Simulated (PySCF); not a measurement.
A structure optimised at PBE-D3(BJ)/def2-SVP, used in a PySCF frequency run:

```
Ga
N 1 1.8430
H 2 1.0232 1 118.37
H 2 1.0233 3 109.02 1 138.46
N 1 1.8430 2 120.20 3 -27.37
H 5 1.0232 1 118.37 2 27.37
H 5 1.0233 6 109.02 1 -138.46
N 1 1.8442 2 119.80 3 157.67
H 8 1.0237 1 117.56 2 21.04
H 8 1.0237 9 108.72 1 -136.71
```
Charge 0, spin multiplicity 1.

Task: Write its SMILES, formula and point group.

Result: [NH2][Ga]([NH2])[NH2], GaH6N3, Cs

Task: What are its rotational constants (standard atomic weights)?

Result: 5.6079, 5.5624, 2.8122 GHz
